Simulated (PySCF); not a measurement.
FLi, charge +1, doublet, at a GFN2-xTB geometry (such geometries of metal compounds can be far from the true shape) (a state made from the parent by changing its charge; the spin is typed, not shown lowest). Base run: DF-B3LYP/6-311G** run with PySCF.

Input for PySCF:
```python
from pyscf import gto, scf, dft

mol = gto.M(
    atom='''
Li   -0.000000   -0.000000   -1.659744
F     0.000000    0.000000    0.553248
''',
    basis='6-311g**',
    charge=1,
    spin=1,
    verbose=5,
)

mf = dft.UKS(mol)
mf.xc = 'b3lyp'
mf = mf.density_fit(auxbasis='def2-universal-jkfit')
mf.kernel()
```

The base run was repeated with changes; each row names its change, and settings that it needs were set with it.

```
change                 basis functions      E (Eh)  HOMO (eV)
---------------------  ---------------  ----------  ---------
base                                36  -107.05317     -18.65
basis = STO-3G                      10  -105.51063     -14.68
basis = pcseg-0                     15  -106.73656     -18.10
basis = LANL2DZ                     18  -107.04552     -18.55
basis = 6-31G                       18  -107.01410     -18.30
basis = def2-SV(P)                  23  -106.93736     -18.45
basis = pcseg-1                     23  -107.00052     -18.73
basis = pc-1                        23  -107.00123     -18.72
basis = cc-pVDZ                     28  -107.02989     -18.51
basis = pcseg-2                     45  -107.06414     -18.83
basis = 6-311+G(2d,p)               54  -107.05600     -18.81
basis = def2-QZVP                   92  -107.07232     -18.81
basis = aug-cc-pVTZ                 92  -107.06194     -18.82
```

Totals compare only among sets that treat the same electrons; sets with core potentials leave the core out.

Open shells are given as the SCF converged; they aren't shown to be the lowest states, and a large step between rows can be another state.
